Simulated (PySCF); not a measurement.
NbF4, SMILES [F][Nb]([F])([F])[F] (connectivity only; charge and spin as stated), neutral, multiplicity 2. The structure is a stationary point at PBE-D3(BJ)/def2-SVP. The multiplicity is an assumed one; other spin states were not compared. The isomer is the one that the SMILES or the coordinates give; other isomers of the formula were not compared. The def2 effective core potentials stand for the cores of Nb; spin–orbit coupling is left out.

Computed with PySCF 2.14.0 with PBE-D3(BJ)/def2-SVP.

Harmonic wavenumbers (cm⁻¹): 153, 158, 158, 173, 205, 666, 676, 717, 717. Rotational constants (GHz): 3.305, 3.305, 2.244; symmetry number 4.

Question: Work out the zero-point energy and the ideal-gas rigid-rotor harmonic-oscillator thermochemistry at 298.15 K and 1 atm.

Answer: ZPE = ½ Σ hcν = ½ × 3623 cm⁻¹ = 5.18 kcal/mol. H − E(el) = 9.76 kcal/mol. Entropy in cal/(mol K): translation 41.28, rotation 24.22, vibration 13.53, spin 1.38, total 80.41. G − E(el) = -14.22 kcal/mol. Cp = 20.71 cal/(mol K).
